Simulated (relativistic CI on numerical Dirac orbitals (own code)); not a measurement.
A reference radial Dirac CI calculation of Si II gave the lowest total energy -289.10591 Ha in 31 SCF steps, from this input:

```
atom Si  Z=14  charge=1  electrons=13
nucleus A=28  rms_radius_fm=3.1224
hamiltonian dirac-coulomb  breit=on  qed=on  c_scale=1
orbitals kli  potential=per-configuration
slater_scale 1
correlation none
mixing on
grid step=0.0125 r_max=51.4
scf mixing=0.4 start=green max_iterations=150 tolerance=2e-08 node_fill=0.05
configurations
  [Ne] 3s2 3p
  [Ne] 3s 3p2
  [Ne] 3s2 3d
end
```

One setting was then changed (and the iteration limit cut to 64), and the output read:

```
SCF 1: [Ne] 3s2 3p
 iter      energy (Ha)   residual   last orbital (Ha)
    1      -287.432330   9.90e-01     -0.74279
    2      -288.898159   3.94e-01     -0.61928
    3      -289.217574   2.45e-02     -0.57163
    4      -289.215169   2.12e-02     -0.58626
    5      -289.216668   1.10e-03     -0.58489
    6      -289.216765   1.06e-04     -0.58492
    7      -289.216759   3.44e-05     -0.58498
    8      -289.216755   8.12e-07     -0.58500
    9      -289.216755   8.38e-08     -0.58500
   10      -289.216755   4.90e-09     -0.58500
error: orbital 2s not found
end: not converged
```

Question: Which setting was changed?
A. QED terms
B. SCF mixing
C. end of the grid
D. speed of light

Answer: C. The end of the grid at 4.11 bohr. This setting is bad on purpose; its numbers may not be properties of the ion.
